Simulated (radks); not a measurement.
Results of a calculation; reference values are marked as such.
Coulomb parameter of the 3d shell of the titanium ion Ti+ in the model configuration [Ar] 3d1 4s1 4p1, as a second difference U = [E(n + 0.25) + E(n - 0.25) - 2 E(n)] / (0.25)^2 with all orbitals relaxed. "Bare": the charge of the atom changes with n. "Screened": the 4p shell takes up the change at fixed total charge, which measures U(3d,3d) + U(4p,4p) - 2 U(3d,4p). Level of theory: scalar-relativistic Kohn-Sham, r2SCAN, spin-unpolarised, spherical densities, finite nucleus; meta-GGA in the generalised Kohn-Sham scheme; Fermi nuclear charge, rms radius 3.5921 fm (a radial shooting solver on a logarithmic mesh with Libxc functionals).

case,configuration,E - E(n) (eV)
start,[Ar] 3d1 4s1 4p1,0.000
bare +0.25,[Ar] 3d1.25 4s1 4p1,-3.782
bare -0.25,[Ar] 3d0.75 4s1 4p1,4.606
screened +0.25,[Ar] 3d1.25 4s1 4p0.75,-2.001
screened -0.25,[Ar] 3d0.75 4s1 4p1.25,2.274

U(bare) = 13.181 eV, U(screened by 4p) = 4.357 eV, against the Slater integral F0(3d,3d) = 18.711 eV with frozen orbitals.
